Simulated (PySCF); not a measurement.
## Distorted geometries of [GdCl4]−

[GdCl4]− (singlet in the valence; each metal's 4f electrons, 7 of them, lie in its core potential, out of spins and levels). PySCF 2.14.0, RKS BP86, Gd lcecp-1-SVP with ECP53, Cl def2-SVP; non-relativistic Hamiltonian with scalar-relativistic core potentials where named; density fitting; no spin-orbit coupling. Relaxed geometry:

```xyz
5

Gd    0.0000    0.0000    0.0000
Cl    1.4817    1.4817    1.4817
Cl   -1.4817   -1.4817    1.4817
Cl    1.4817   -1.4817   -1.4817
Cl   -1.4817    1.4817   -1.4817
```

**Question.** Order these distorted geometries by energy above the relaxed one, lowest first.
A.
```xyz
5

Gd   -0.1101   -0.0144   -0.0493
Cl    1.5790    1.3703    1.3867
Cl   -1.4689   -1.3817    1.4330
Cl    1.3807   -1.4831   -1.4187
Cl   -1.3807    1.5088   -1.3518
```
B.
```xyz
5

Gd   -0.0255    0.0015   -0.0006
Cl    1.5054    1.5090    1.4883
Cl   -1.5083   -1.4542    1.4593
Cl    1.4840   -1.4910   -1.4711
Cl   -1.4557    1.4347   -1.4758
```
C.
```xyz
5

Gd    0.1387    0.0969   -0.0174
Cl    1.5695    1.2928    1.3580
Cl   -1.5583   -1.4013    1.8423
Cl    1.3993   -1.5611   -1.4535
Cl   -1.5492    1.5727   -1.7295
```

**Answer.** B (0.03 eV), A (0.41 eV), C (1.02 eV).

**Question.** Which forces (eV/Å) act in the one that lies 0.03 eV up?

**Answer.** 
```
Gd   0.86 -0.08  0.34
Cl  -0.23 -0.20 -0.20
Cl  -0.16 -0.15  0.15
Cl  -0.10  0.07  0.07
Cl  -0.37  0.36 -0.36
```
Forces carry noise of the integration grid, about 0.01 to 0.03 eV/Å.

An lcecp potential fixes the number of 4f electrons, so in runs with it no electron can move into or out of that shell.
